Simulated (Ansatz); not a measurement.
Basis sets compared for Mo(NH)2(NH2)2 (MoN4H6). Charge 0, multiplicity 1. Geometry r2SCAN-D4/def2-SVP. Ansatz on 4 threads of Arm Neoverse V2 on a shared host; times are rough, and most runs start from earlier orbitals.

```
atom    x (Å)    y (Å)    z (Å)
 Mo1   0.0113  -0.1370  -0.1447
  N2  -0.4153   0.2317  -1.7961
  H3  -0.5544   0.0460  -2.7886
  N4   0.5399  -1.7693   0.1728
  H5   0.7717  -2.7365  -0.0503
  N6  -1.5840   0.1652   0.9377
  H7  -1.8093  -0.3561   1.7806
  H8  -2.3500   0.7769   0.6694
  N9   1.4861   1.0454   0.3399
 H10   1.6817   1.9315  -0.1180
 H11   2.2222   0.8023   0.9973
```

In the def2 sets Mo takes a core potential; there is no spin–orbit coupling.

Binding counts from free atoms (Mo septet, N quartet, H doublet) in the same basis, without a counterpoise term.

| level | functions | energy (Eh) | HOMO (eV) | LUMO (eV) | binding per atom (eV) | wall time |
| --- | --- | --- | --- | --- | --- | --- |
| PBE-D4/def2-SVP | 117 | -290.5254 | -5.09 | -1.40 | 3.87 | 1.1 s |
| PBE-D4/def2-TZVP | 200 | -290.8079 | -5.31 | -1.67 | 3.85 | 1.8 s |
| r2SCAN-D4/def2-TZVP | 200 | -290.9382 | -5.58 | -1.59 | 3.62 | 3.5 s |
| PBE0-D4/def2-SVP | 117 | -290.4592 | -6.40 | -0.62 | 3.61 | 1.4 s |
| PBE0-D4/def2-TZVP | 200 | -290.7395 | -6.58 | -0.87 | 3.60 | 2.4 s |

Q: Estimate the rows for PBE-D4/def2-TZVPD, r2SCAN-D4/def2-TZVPD, PBE0-D4/def2-TZVPD.

A: 
```json
{"level": "PBE-D4/def2-TZVPD", "functions": "242", "energy (Eh)": "-290.8110", "HOMO (eV)": "-5.40", "LUMO (eV)": "-1.77", "binding per atom (eV)": "3.86", "wall time": "2.5 s"}
{"level": "r2SCAN-D4/def2-TZVPD", "functions": "242", "energy (Eh)": "-290.9402", "HOMO (eV)": "-5.63", "LUMO (eV)": "-1.66", "binding per atom (eV)": "3.62", "wall time": "4.5 s"}
{"level": "PBE0-D4/def2-TZVPD", "functions": "242", "energy (Eh)": "-290.7421", "HOMO (eV)": "-6.64", "LUMO (eV)": "-0.97", "binding per atom (eV)": "3.60", "wall time": "3.1 s"}
```
